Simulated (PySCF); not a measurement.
Compound: C2H4BF2N.
Atom-mapped SMILES: `[H]/[N:1]=[CH:2]/[CH2:3][B:4]([F:5])[F:6]` (hydrogens: H7 on N1; H8 on C2; H9, H10 on C3)

Structure used (PBE0-D3(BJ)/def2-SVP), in Å, numbered top down from 1:
```
atom  x, y, z in Å
N1    -1.7722    0.9331   -0.3482
C2    -0.9969    0.1073    0.2195
C3     0.1894   -0.4638   -0.4855
B4     1.5590   -0.0491    0.1481
F5     1.6425    0.4264    1.3775
F6     2.6916   -0.1887   -0.5123
H7    -2.5105    1.2276    0.2974
H8    -1.1286   -0.2251    1.2688
H9     0.1651   -1.5702   -0.4365
H10    0.1641   -0.1892   -1.5514
```

Computed, not measured: PBE0-D3(BJ)/def2-SVP geometry optimisation, gas phase (PySCF 2.14.0).

Take the most abundant isotopes and a rigid rotor. The values belong to one conformer with, in the numbering `[H]/[N:1]=[CH:2]/[CH2:3][B:4]([F:5])[F:6]`, N1–C2–C3–B4 115°, C2–C3–B4–F5 18°.

Problem. Give the principal moments of inertia and the rotational constants in GHz.

Solution. Ia = 65.15, Ib = 255.65, Ic = 297.59 u·Å²; 505379 MHz·u·Å²/I gives 7757, 1977 and 1698 MHz, that is A = 7.7569, B = 1.9768, C = 1.6983 GHz.

Problem. What kind of rotor is it?

Solution. A near-prolate asymmetric top: κ = (2 × 1977 − 7757 − 1698)/(7757 − 1698) = -0.91.

Problem. Is it planar, by Δ = Ic − Ia − Ib?

Solution. Not planar: Δ = Ic − Ia − Ib = -23.22 u·Å². For a rigid frame Δ = −2 Σ m c², so Σ m c² = 11.61 u·Å² lies off the ab plane: 3.47 from hydrogen and 8.14 from heavier atoms. The atom farthest from that plane is 1.48 Å away.

Problem. Give the other two planar moments, Paa and Pbb, and the rms extents of the mass along the axes.

Solution. Paa = Σ m a² = (Ib + Ic − Ia)/2 = 244.04 and Pbb = Σ m b² = (Ia + Ic − Ib)/2 = 53.54 u·Å². With the mass M = 91.04 u, the rms extents √(P/M) along a, b and c are 1.64, 0.77, 0.36 Å.

Problem. Which types of transition are allowed, and where do some lines up to J = 5 fall?

Solution. The dipole components are |μa| = 0.57 D, |μb| = 0.51 D, |μc| = 1.72 D. The squared components, which scale the intensities, stand as 0.11 : 0.09 : 1.00 (a : b : c). Some lines, for components of 0.1 D or more:

```
type  branch         J(Ka,Kc)    MHz  lower level (cm⁻¹)
   a       R  1(0,1) ← 0(0,0)   3675               0.000
   a       Q  5(1,4) ← 5(1,5)   4172               1.964
   c       Q  3(1,3) ← 3(0,3)   5127               0.734
   c       Q  1(1,1) ← 1(0,1)   5780               0.123
   b       R  1(1,1) ← 0(0,0)   9455               0.000
   a       R  3(0,3) ← 2(0,2)  10986               0.367
   b       Q  2(2,0) ← 2(1,1)  17350               0.579
   a       R  5(2,4) ← 4(2,3)  18354               2.015
   a       R  5(3,3) ← 4(3,2)  18407               3.004
   a       R  5(3,2) ← 4(3,1)  18412               3.004
   b       Q  5(2,4) ← 5(1,5)  19883               1.964
   c       R  5(1,4) ← 4(0,4)  26459               1.221
   c       R  3(2,2) ← 2(1,2)  29201               0.551
   b       R  3(2,1) ← 2(1,2)  29250               0.551
   b       Q  5(3,2) ← 5(2,3)  29349               2.639
   b       Q  4(3,1) ← 4(2,2)  29484               2.020
   c       R  3(3,1) ← 2(2,1)  40628               1.158
   b       R  3(3,0) ← 2(2,1)  40628               1.158
   b       Q  5(4,2) ← 5(3,3)  41408               3.618
   c       R  4(3,1) ← 3(2,1)  44274               1.527
   c       R  4(3,2) ← 3(2,2)  44322               1.525
   b       R  4(3,1) ← 3(2,2)  44323               1.525
   b       Q  5(5,1) ← 5(4,2)  53254               4.999
   c       R  4(4,0) ← 3(3,0)  56137               2.513
   c       R  4(4,1) ← 3(3,1)  56137               2.513
```

PBE0-D3(BJ)/def2-SVP frequencies: not computed here. Zero-point vibration and centrifugal distortion are left out. Quadrupole hyperfine structure (11B, 14N) is left out.
